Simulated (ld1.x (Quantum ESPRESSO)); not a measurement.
## Transferability test, TM semilocal potential for Al

- Element: aluminium (Al)
- Generator: ld1.x (Quantum ESPRESSO) 7.5
- Type: norm-conserving Troullier–Martins (semilocal form)
- Functional: PBE
- Relativity: scalar-relativistic
- Frozen core: [Ne]
- Valence charge: 3
- Reference configuration: 3s1 3p2
- Partial waves: 3s (bound): rc 2.30 bohr; 3d channel at 0.1 Ry: rc 2.90 bohr; 3p (bound): rc 2.75 bohr
- Local potential: the p channel
- Core correction: a·sin(br)/r model core inside 1.25 bohr

Energies are relative to the spin-unpolarised reference configuration 3s1 3p2; without spin polarisation the order of configurations can differ from experiment.

```tsv
valence configuration	charge	ΔE all-electron (eV)	error AE − PS (meV)
3s2 3p0	+1	0.622	-6.4
3s1 3p0	+2	19.847	+15
3s2 3p0.5	+0.5	-3.054	-5.1
3s2 3p1.3	-0.3	-5.714	-1.8
3s0 3p3	0	5.311	-4.1
3s1 3p1	+1	6.432	+1.9
```

Question: What are ΔE and the potential's error for 3s2 3p1?

Answer: ΔE = -5.139 eV all-electron; the error (AE − PS) is -2.9 meV.
